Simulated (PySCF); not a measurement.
Species: C₅HClN₂.
Bonds: N1–C2 (triple), C2–C3, C3–C4 (double), C4–C5 (double), C5–Cl6, C5–C7, C7–N8 (triple). Hydrogens: H9 on C3.

Computed by this run: PBE0-D3(BJ)/def2-SVP geometry optimisation, gas phase in PySCF; density fitting, grid level 2; the optimiser is geomeTRIC in internal coordinates, started from a GFN2-xTB structure.

Step 0: E = -20676.5230 eV
```
atom  x, y, z in Å  |  force x, y, z in eV/Å
N1     -2.7410    1.8354    0.3295   -1.064   1.538   0.396
C2     -2.1070    0.9145    0.0858    0.702  -0.964  -0.223
C3     -1.3497   -0.2405   -0.2199   -0.218   0.077  -0.065
C4     -0.0813   -0.3348    0.0616    0.146  -0.129   0.126
C5      1.1876   -0.4089    0.3551    0.311  -0.328   0.674
Cl6     1.7668   -1.0382    1.8826   -0.198   0.107  -0.252
C7      2.1993   -0.0012   -0.5453   -0.929  -0.343   0.792
N8      3.0306    0.3201   -1.2631    1.377   0.541  -1.206
H9     -1.8915   -1.0404   -0.7116   -0.127  -0.499  -0.242
```

Q: Estimate the geometry and energy of step 1. (The exact step hangs on the optimiser's Hessian estimate; all steps are aligned on step 0, rigid shifts and turns removed.)

A: E = -20676.5771 eV, largest force 0.164 eV/Å
```
atom  x, y, z in Å  |  force x, y, z in eV/Å
N1     -2.7956    1.8545    0.3182   -0.006  -0.002   0.006
C2     -2.1364    0.9294    0.0898   -0.026   0.041   0.008
C3     -1.3485   -0.2229   -0.2073    0.002  -0.114  -0.039
C4     -0.0709   -0.3124    0.0803    0.028   0.027  -0.005
C5      1.2078   -0.4166    0.3658   -0.138   0.014  -0.087
Cl6     1.7392   -1.0739    1.8738    0.088  -0.020   0.087
C7      2.2221   -0.0051   -0.5530    0.027  -0.022   0.024
N8      3.0521    0.3199   -1.2932    0.007   0.010  -0.007
H9     -1.8562   -1.0668   -0.6996    0.017   0.066   0.014
```

The energy changes by -0.0541 eV. The first-order estimate −F·Δx gives -0.1139 eV and the mean of the old and new forces, exact on a quadratic surface, -0.0537 eV. The step makes an angle of 73° with the force vector and moves no atom by more than 0.059 Å.

The cost below is that of the whole optimisation. Hardware: one thread, Arm Neoverse V1 (aarch64), no GPU, on a shared host. Cost: 27 s of wall time, 0.61 GiB resident at most.
